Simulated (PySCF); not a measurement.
S₂ (SMILES S=S), triplet, geometry from GFN2-xTB, with bond 1-2 at 1.4 times its length; PySCF with CASSCF(10,9)/cc-pVDZ.

Here is a job for PySCF.
```python
from pyscf import gto, scf, mcscf
import numpy

mol = gto.Mole()
mol.atom = '''
    S     0.00000000    0.00000000   -1.71003775
    S     0.00000000    0.00000000    0.95002097
'''
mol.basis = 'cc-pvdz'
mol.spin = 2
mol.verbose = 4
mol.build()

mf = scf.ROHF(mol)
mf.kernel()
mc = mcscf.CASSCF(mf, 9, 10)
mc.fix_spin_(ss=2.0)
mc.kernel()
occ = numpy.linalg.eigvalsh(mc.fcisolver.make_rdm1(mc.ci, mc.ncas, mc.nelecas))[::-1]
ss = mc.fcisolver.spin_square(mc.ci, mc.ncas, mc.nelecas)[0]
print('natural occupations', occ.round(4), ' <S^2>', round(ss, 4))
```

It wrote (shortened):

```
PySCF version 2.14.0

[INPUT] verbose = 4
[INPUT] num. atoms = 2
[INPUT] num. electrons = 32
[INPUT] charge = 0
[INPUT] spin (= nelec alpha-beta = 2S) = 2
[INPUT] symmetry False subgroup None
[INPUT] Mole.unit = angstrom
[INPUT] Symbol           X                Y                Z      unit          X                Y                Z       unit  Magmom
[...]
nuclear repulsion = 50.9272088533143
number of shells = 10
number of NR pGTOs = 82
number of NR cGTOs = 36
basis = cc-pvdz
ecp = {}

******** <class 'pyscf.scf.rohf.ROHF'> ********
method = ROHF
initial guess = minao
damping factor = 0
level_shift factor = 0
DIIS = <class 'pyscf.scf.diis.CDIIS'>
diis_start_cycle = 1
diis_space = 8
diis_damp = 0
SCF conv_tol = 1e-09
SCF conv_tol_grad = None
SCF max_cycles = 50
direct_scf = True
direct_scf_tol = 1e-13
num. doubly occ = 15  num. singly occ = 2
Set gradient conv threshold to 3.16228e-05
init E= -794.461759682142
[...]
cycle= 1 E= -794.889418925108  delta_E= -0.428  |g|= 0.114  |ddm|= 0.997
[...]
cycle= 2 E= -794.89635221556  delta_E= -0.00693  |g|= 0.0334  |ddm|= 0.16
[...]
cycle= 3 E= -794.896809216447  delta_E= -0.000457  |g|= 0.00941  |ddm|= 0.0252
[...]
cycle= 4 E= -794.896865170724  delta_E= -5.6e-05  |g|= 0.00136  |ddm|= 0.0115
[...]
cycle= 5 E= -794.896866175927  delta_E= -1.01e-06  |g|= 0.000312  |ddm|= 0.00147
[...]
cycle= 6 E= -794.896866233885  delta_E= -5.8e-08  |g|= 4.93e-05  |ddm|= 0.00035
[...]
cycle= 7 E= -794.896866235606  delta_E= -1.72e-09  |g|= 4.56e-06  |ddm|= 6.25e-05
[...]
cycle= 8 E= -794.896866235621  delta_E= -1.43e-11  |g|= 5.03e-07  |ddm|= 5.37e-06
[...]
Extra cycle  E= -794.896866235621  delta_E= -2.27e-13  |g|= 1.53e-07  |ddm|= 4.35e-07
converged SCF energy = -794.896866235621

******** <class 'pyscf.mcscf.mc1step.CASSCF'> ********
CAS (6e+4e, 9o), ncore = 11, nvir = 16
max_cycle_macro = 50
max_cycle_micro = 4
conv_tol = 1e-07
conv_tol_grad = None
orbital rotation max_stepsize = 0.02
orbital rotation threshold for CI restart = 0.01
augmented hessian ah_max_cycle = 30
augmented hessian ah_conv_tol = 1e-12
augmented hessian ah_linear dependence = 1e-14
augmented hessian ah_level shift = 1e-08
augmented hessian ah_start_tol = 2.5
augmented hessian ah_start_cycle = 3
augmented hessian ah_grad_trust_region = 3
kf_trust_region = 3
kf_interval = 4
ci_response_space = 4
ci_grad_trust_region = 3
with_dep4 0
natorb = False
canonicalization = True
sorting_mo_energy = False
ao2mo_level = 2
internal_rotation = False
[...]
CASCI E = -795.023179805654  S^2 = 2.0000000
[...]
               |grad[o]|=0.00354  |grad[c]|=0.00482  |ddm|=0.00139  |maxRot[o]|=0.0187
macro iter  41 ( 21 JK    4 micro), CASSCF E = -795.047476122126  dE = -1.22427398e-05  S^2 = 2.0000000
               |grad[o]|=0.00357  |grad[c]|=0.0048  |ddm|=0.00137  |maxRot[o]|=0.0188
macro iter  42 ( 21 JK    4 micro), CASSCF E = -795.047488506977  dE = -1.23848506e-05  S^2 = 2.0000000
               |grad[o]|=0.0036  |grad[c]|=0.00478  |ddm|=0.00137  |maxRot[o]|=0.0188
macro iter  43 ( 21 JK    4 micro), CASSCF E = -795.047500901589  dE = -1.23946120e-05  S^2 = 2.0000000
               |grad[o]|=0.00363  |grad[c]|=0.00475  |ddm|=0.00133  |maxRot[o]|=0.0188
macro iter  44 ( 21 JK    4 micro), CASSCF E = -795.047513136166  dE = -1.22345775e-05  S^2 = 2.0000000
               |grad[o]|=0.00366  |grad[c]|=0.0047  |ddm|=0.00134  |maxRot[o]|=0.0185
macro iter  45 ( 21 JK    4 micro), CASSCF E = -795.047525044898  dE = -1.19087315e-05  S^2 = 2.0000000
               |grad[o]|=0.00369  |grad[c]|=0.00469  |ddm|=0.00132  |maxRot[o]|=0.0182
macro iter  46 ( 21 JK    4 micro), CASSCF E = -795.047536534489  dE = -1.14895915e-05  S^2 = 2.0000000
               |grad[o]|=0.00372  |grad[c]|=0.00464  |ddm|=0.0013  |maxRot[o]|=0.0178
macro iter  47 ( 20 JK    4 micro), CASSCF E = -795.047638157990  dE = -1.01623501e-04  S^2 = 2.0000000
               |grad[o]|=0.00375  |grad[c]|=0.00496  |ddm|=0.00156  |maxRot[o]|= 0.02
macro iter  48 ( 21 JK    4 micro), CASSCF E = -795.047649313651  dE = -1.11556615e-05  S^2 = 2.0000000
               |grad[o]|=0.00324  |grad[c]|=0.00444  |ddm|=0.00124  |maxRot[o]|=0.0183
macro iter  49 ( 21 JK    4 micro), CASSCF E = -795.047660221606  dE = -1.09079546e-05  S^2 = 2.0000000
               |grad[o]|=0.00339  |grad[c]|=0.00442  |ddm|=0.0012  |maxRot[o]|=0.0173
macro iter  50 ( 21 JK    4 micro), CASSCF E = -795.047670263158  dE = -1.00415523e-05  S^2 = 2.0000000
               |grad[o]|=0.00342  |grad[c]|=0.00436  |ddm|=0.00118  |maxRot[o]|=0.0165
1-step CASSCF not converged,  50 macro (1028 JK 199 micro) steps
CASSCF canonicalization
Density matrix diagonal elements [1.98552871 1.78889384 1.81501165 1.81202746 1.17712016 1.1779327
 0.21484435 0.01218103 0.01646009]
CASSCF energy = -795.047670263158
CASCI E = -795.047670263158  E(CI) = -18.9956025268976  S^2 = 2.0000000
natural occupations [1.9869 1.816  1.8127 1.7894 1.1775 1.1764 0.2181 0.0116 0.0115]  <S^2> 2.0
```

The run did not converge; its last values are not results.
